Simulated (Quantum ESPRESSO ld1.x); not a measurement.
Values are calculated unless marked as measured or tabulated.
Valence configurations of Er3+ (all share [Xe]). Level of theory: scalar-relativistic Kohn-Sham, PBEsol, spin-unpolarised, spherical densities, point nucleus (ld1.x of Quantum ESPRESSO 7.5). Energies are relative to 4f11; eigenvalues in eV.

valence,E (eV),e(4f),e(5d),e(6p),e(6s)
4f11,0.000,-35.491,-,-,-
4f10.5 6p0.5,9.988,-41.352,-,-19.182,-
4f10 5d1,13.282,-42.937,-26.893,-,-
4f10 6s1,15.980,-46.230,-,-,-26.117
4f10 6p1,22.282,-47.497,-,-20.526,-
4f9.5 5d1 6p0.5,26.759,-49.223,-29.500,-19.824,-
4f9 5d2,32.430,-51.059,-28.803,-,-
4f9 5d1 6s1,36.188,-54.508,-31.160,-,-27.005
4f9 6s2,40.762,-58.062,-,-,-28.507
4f9 6p2,54.556,-60.511,-,-22.826,-

NIST lists [Xe] 4f11 as the ground configuration; this level of theory agrees among the configurations tried. The energies are those of spherical spin-averaged densities, not of single terms.
